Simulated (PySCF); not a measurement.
Cl2MoO2, charge +1, doublet, at a GFN2-xTB geometry (such geometries of metal compounds can be far from the true shape) (the multiplicity is a formal guess) (core potentials on Mo); B3LYP/def2-SVP in PySCF.

Input for PySCF:
```python
from pyscf import gto, scf, dft

mol = gto.M(
    atom='''
Mo    0.28291459   -0.05232677    0.09346190
O     1.48040807   -0.59010544   -0.90696182
O     0.77601742    0.17276583    1.65238045
Cl   -0.45390895    1.80444866   -0.66278406
Cl   -1.30690381   -1.47877563    0.08109295
''',
    basis='def2-svp',
    ecp={'Mo': 'def2-svp'},
    charge=1,
    spin=1,
    verbose=4,
)

mf = dft.UKS(mol)
mf.xc = 'b3lyp'
mf.kernel()
mo_i, mo_e, stable_i, stable_e = mf.stability(internal=True, external=False, return_status=True, nroots=6, tol=1e-6)
print('internally stable:', stable_i, ' externally stable:', stable_e)
if not stable_i:
    umf = mf.copy()
    umf.scf_summary = {}
    umf.kernel(umf.make_rdm1(mo_i, mf.mo_occ))
```

What the program printed (banner, timings and long lists left out):

```
PySCF version 2.14.0

[INPUT] verbose = 4
[INPUT] num. atoms = 5
[INPUT] num. electrons = 63
[INPUT] charge = 1
[INPUT] spin (= nelec alpha-beta = 2S) = 1
[INPUT] symmetry False subgroup None
[INPUT] Mole.unit = angstrom
[INPUT] Symbol           X                Y                Z      unit          X                Y                Z       unit  Magmom
[INPUT]  1 Mo     0.282914590000  -0.052326770000   0.093461900000 AA    0.534631091744  -0.098883264283   0.176617394081 Bohr   0.0
[INPUT]  2 O      1.480408070000  -0.590105440000  -0.906961820000 AA    2.797565804896  -1.115137666216  -1.713909445237 Bohr   0.0
[INPUT]  3 O      0.776017420000   0.172765830000   1.652380450000 AA    1.466460391692   0.326480102383   3.122546504086 Bohr   0.0
[INPUT]  4 Cl    -0.453908950000   1.804448660000  -0.662784060000 AA   -0.857763600989   3.409913773238  -1.252480353127 Bohr   0.0
[INPUT]  5 Cl    -1.306903810000  -1.478775630000   0.081092950000 AA   -2.469690272051  -2.794480940381   0.153243466133 Bohr   0.0

nuclear repulsion = 339.270581317251
number of shells = 39
number of NR pGTOs = 177
number of NR cGTOs = 95
basis = def2-svp
ecp = {'Mo': 'def2-svp'}

******** <class 'pyscf.dft.uks.UKS'> ********
method = UKS
initial guess = minao
damping factor = 0
level_shift factor = 0
DIIS = <class 'pyscf.scf.diis.CDIIS'>
diis_start_cycle = 1
diis_space = 8
diis_damp = 0
SCF conv_tol = 1e-09
SCF conv_tol_grad = None
SCF max_cycles = 50
direct_scf = True
direct_scf_tol = 1e-13
number electrons alpha = 32  beta = 31
XC library pyscf.dft.libxc version 7.1.2
    S. Lehtola, C. Steigemann, M. J. T. Oliveira, and M. A. L. Marques,  SoftwareX 7, 1–5 (2018)
XC functionals = b3lyp
    P. J. Stephens, F. J. Devlin, C. F. Chabalowski, and M. J. Frisch,  J. Phys. Chem. 98, 11623 (1994)
radial grids:
    Treutler-Ahlrichs [JCP 102, 346 (1995); DOI:10.1063/1.469408] (M4) radial grids

becke partition: Becke, JCP 88, 2547 (1988); DOI:10.1063/1.454033
pruning grids: <function nwchem_prune>
grids dens level: 3
symmetrized grids: False
atomic radii adjust function: <function treutler_atomic_radii_adjust>
small_rho_cutoff = 0
Set gradient conv threshold to 3.16228e-05
tot grids = 88368
init E= -1131.49309326525

cycle= 1 E= -1137.8942611502  delta_E= -6.4  |g|= 1.09  |ddm|= 2.53

cycle= 2 E= -1128.43851716425  delta_E= 9.46  |g|= 4.08  |ddm|= 3.51
cycle= 3 E= -1138.30074844941  delta_E= -9.86  |g|= 0.466  |ddm|= 3.01
cycle= 4 E= -1137.94676742195  delta_E= 0.354  |g|= 0.909  |ddm|= 1.43
cycle= 5 E= -1138.40856277931  delta_E= -0.462  |g|= 0.189  |ddm|= 1.21
cycle= 6 E= -1138.42138199883  delta_E= -0.0128  |g|= 0.123  |ddm|= 0.111
cycle= 7 E= -1138.4281848691  delta_E= -0.0068  |g|= 0.0522  |ddm|= 0.0827
cycle= 8 E= -1138.42952888607  delta_E= -0.00134  |g|= 0.0137  |ddm|= 0.0471
cycle= 9 E= -1138.42965269228  delta_E= -0.000124  |g|= 0.00201  |ddm|= 0.017
cycle= 10 E= -1138.4296553003  delta_E= -2.61e-06  |g|= 0.00301  |ddm|= 0.00599
cycle= 11 E= -1138.42965928407  delta_E= -3.98e-06  |g|= 0.00103  |ddm|= 0.00257
cycle= 12 E= -1138.42966090475  delta_E= -1.62e-06  |g|= 0.000738  |ddm|= 0.0035
cycle= 13 E= -1138.42966168656  delta_E= -7.82e-07  |g|= 0.000148  |ddm|= 0.00275
cycle= 14 E= -1138.42966178245  delta_E= -9.59e-08  |g|= 7.79e-05  |ddm|= 0.00107
cycle= 15 E= -1138.42966180454  delta_E= -2.21e-08  |g|= 5.29e-05  |ddm|= 0.000578
cycle= 16 E= -1138.42966180884  delta_E= -4.29e-09  |g|= 2.99e-05  |ddm|= 0.000257
cycle= 17 E= -1138.42966180955  delta_E= -7.12e-10  |g|= 7.92e-06  |ddm|= 7.04e-05
Extra cycle  E= -1138.42966180951  delta_E= 4.41e-11  |g|= 1.47e-05  |ddm|= 2.54e-05
converged SCF energy = -1138.42966180951  <S^2> = 0.79136178  2S+1 = 2.0409427
uhf_internal: lowest eigs of H = [0.02522633 0.02871254 0.04267752 0.05789691 0.08386563 0.14274955]
<class 'pyscf.dft.uks.UKS'> wavefunction is stable in the internal stability analysis
internally stable: True  externally stable: None
```
